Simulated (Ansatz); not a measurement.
`[SiH3][CH2][AlH][GaH2]` + H–F → `[F][AlH][CH2][SiH3]` + `[GaH3]` at 400 K and 1 bar (cleavage of the Al–Ga bond).

Calculated with Ansatz (gas phase, PBE0-D4/def2-TZVP geometries, no zero-point term in ΔE). CBS: MP2 limit from def2 TZ/QZ plus the TZ coupled-cluster correction, frozen cores. This one scheme is used for every species. For Ga outer-core shells are correlated without core-valence functions, which leaves a few kJ/mol of doubt a bond. Scalar relativity is left out up to krypton. One conformer a species, not always the lowest.

| species | CCSD(T)/CBS energy (Eh) | H − E (kJ/mol) | S (J/(mol·K)) |
| --- | --- | --- | --- |
| `[SiH3][CH2][AlH][GaH2]` | -2497.87725 | 227.0 | 422.0 |
| H–F | -100.39570 | 36.5 | 182.2 |
| `[F][AlH][CH2][SiH3]` | -672.62924 | 191.9 | 388.0 |
| `[GaH3]` | -1925.70545 | 64.2 | 231.8 |

H − E and S are ideal-gas, rigid-rotor, harmonic terms from PBE0-D4/def2-TZVP, for one conformer and one mirror image of each species. 1 Eh = 2625.50 kJ/mol, R = 8.31446 J/(mol·K).

Question: By hand: ΔE, ΔH, ΔS and ΔG.

Answer: ΔE = (-672.62924) + (-1925.70545) − (-2497.87725) − (-100.39570) = -0.06174 Eh = -162.1 kJ/mol. Δ(H − E) = 191.9 + 64.2 − 227.0 − 36.5 = -7.4, so ΔH = -169.5 kJ/mol. ΔS = 388.0 + 231.8 − 422.0 − 182.2 = 15.6 J/(mol·K). ΔG = -169.5 − 400 × (15.6)/1000 = -175.7 kJ/mol.

Question: By hand: the equilibrium constant, and the temperature at which ΔG would vanish if ΔH and ΔS stayed fixed.

Answer: log₁₀ K = −ΔG/(RT ln 10) = 22.9. ΔH and −TΔS have one sign here, so there is no such temperature.

ΔH outweighs TΔS. A doubt of 5 kJ/mol in ΔE shifts log₁₀ K by 0.7 here. Other conformers and mirror images would add mixing entropy, several J/(mol·K) or more a flexible species. Modes under 60 cm⁻¹, often nearly free rotors, make the harmonic entropy too high. These are equilibria of isolated gas molecules and say nothing of rates. Largest T1 diagnostic: 0.013 (customary marks: 0.02 for closed shells, 0.045 for open ones).
